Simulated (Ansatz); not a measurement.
System: BH, charge 1, multiplicity 2. 
Geometry from a B3LYP-D3(BJ)/def2-TZVP (Ansatz, an electronic-structure program) optimisation:
```
B
H 1 1.2044
```
Charge +1, spin multiplicity 2.

Basis-set convergence of Hartree-Fock and MP2 correlation energies (hartree) with Ansatz. Cores are frozen in the correlated levels unless marked. Open shells are spin-unrestricted. Spin-orbit coupling is left out. No relativistic terms.

```tsv
basis	functions	E(HF)	E(corr, MP2)
def2-SVP	19	-24.79114	-0.03125
def2-TZVPP	45	-24.82145	-0.03793
def2-QZVPP	87	-24.82249	-0.04066
```

Extrapolating the two largest sets (X = 3 and 4) as X^-3: E(corr) = (64·(-0.04066) - 27·(-0.03793))/37 = -0.0427 Eh, an estimate of the basis-set limit. The largest set recovers 95.3 % of it, the smallest 73.3 %.
